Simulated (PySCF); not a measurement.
Ta⁴³⁺: ionisation energy

Ta⁴³⁺ [Ar] 3d10 4s2 → Ta⁴⁴⁺ [Ar] 3d10 4s1 [4s1/2^1, M_J = 1/2], as a difference of total energies. All numbers are calculated (PySCF 2.14, the two-component X2C-1e Hamiltonian, in an uncontracted even-tempered set (16 s from 5.5 bohr⁻², ratio 2.8; 13 p from 7.2 bohr⁻², ratio 2.8; 8 d from 13 bohr⁻², ratio 2.8; 4 f from 29 bohr⁻², ratio 3)). Correlated levels: [Ne] frozen; the 72 highest virtual spinors dropped. "Screened" scales the spin-orbit matrix elements by Boettger's factors to mimic the two-electron term; Breit and QED terms are absent.

| method | ionisation energy (eV) |
| --- | --- |
| GHF (spin-free) | 2239.8 |
| GMP2 (spin-free) | 2242.5 |
| GHF (screened spin-orbit) | 2239.5 |
| GMP2 (screened spin-orbit) | 2242.3 |

Task: How much does correlation contribute at GMP2 (screened spin-orbit)?

Result: 2242.3 − (2239.5) = 2.8 eV, measured against GHF (screened spin-orbit).

Breit and QED terms and the two-electron picture change are absent.

For comparison: 2254 ± 4 eV (theoretical estimate listed by NIST; NIST Atomic Spectra Database, ionization energies).
